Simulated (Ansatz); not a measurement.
Species: H3Al, SMILES `[AlH3]` (charge 0, multiplicity 1).

Question: Give a relaxed geometry from Ansatz (a first-principles code) with PBE0-D3(BJ)/def2-TZVP.

Answer: the end point of this relaxation (outside a Z-matrix the atoms follow the SMILES, hydrogens last).
Z-matrix (Å, degrees):
```
Al
H 1 1.5858
H 1 1.5858 2 120.00
H 1 1.5858 2 120.00 3 179.97
```
